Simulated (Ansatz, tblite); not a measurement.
Removing an electron: SiCl2(SiMe3)2 (C6H18Cl2Si3). Total charge 0; singlet. Geometry: PBE0-D4/def2-SVP. Ansatz, gas phase; energy differences of separate SCF runs; the oxidised species was run as a doublet alone.

```
atom   x (Å)   y (Å)   z (Å)
 Si1  -0.238  -1.103   0.125
 Cl2   1.124  -2.690  -0.122
 Cl3  -2.104  -1.931   0.641
 Si4  -0.518  -0.158  -2.000
  C5  -1.030  -1.566  -3.138
  C6  -1.865   1.153  -1.885
  C7   1.129   0.587  -2.531
  H8  -1.181  -1.213  -4.171
  H9  -1.969  -2.020  -2.784
 H10  -0.258  -2.350  -3.146
 H11  -2.790   0.716  -1.477
 H12  -1.563   1.984  -1.227
 H13  -2.093   1.573  -2.878
 H14   1.424   1.419  -1.873
 H15   1.924  -0.174  -2.496
 H16   1.072   0.974  -3.562
Si17   0.498   0.079   2.010
 C18  -0.725   1.471   2.348
 C19   0.531  -1.160   3.423
 C20   2.221   0.746   1.644
 H21  -0.465   2.008   3.275
 H22  -1.744   1.068   2.462
 H23  -0.738   2.203   1.525
 H24  -0.473  -1.579   3.588
 H25   1.210  -1.994   3.185
 H26   0.871  -0.690   4.360
 H27   2.894  -0.074   1.349
 H28   2.203   1.481   0.824
 H29   2.650   1.239   2.531
```

The xTB rows come from tblite.

| level | −HOMO (eV) | vertical IE (eV) | −LUMO (eV) | HOMO–LUMO gap (eV) |
| --- | --- | --- | --- | --- |
| GFN1-xTB | 10.09 | 11.94 | 6.34 | 3.75 |
| PBE-D4/def2-SVP | 5.60 | 7.93 | 0.92 | 4.69 |

Task: Estimate the rows for GFN2-xTB, PBE0-D4/def2-SVP.

Result: 
```
           level  −HOMO (eV)  vertical IE (eV)  −LUMO (eV)  HOMO–LUMO gap (eV)
        GFN2-xTB        9.36             11.37        5.64                3.71
PBE0-D4/def2-SVP        6.76              8.34        0.16                6.60
```

Relaxing the oxidised species (PBE0-D4/def2-SVP) changes its energy by -0.50 eV at PBE0-D4/def2-SVP, so the adiabatic ionisation energy to this nearest minimum is 7.84 eV. At PBE-D4/def2-SVP it is 7.56 eV.    Raw xTB energy differences between charge states are shifted by several eV; the methods need an empirical correction for them.
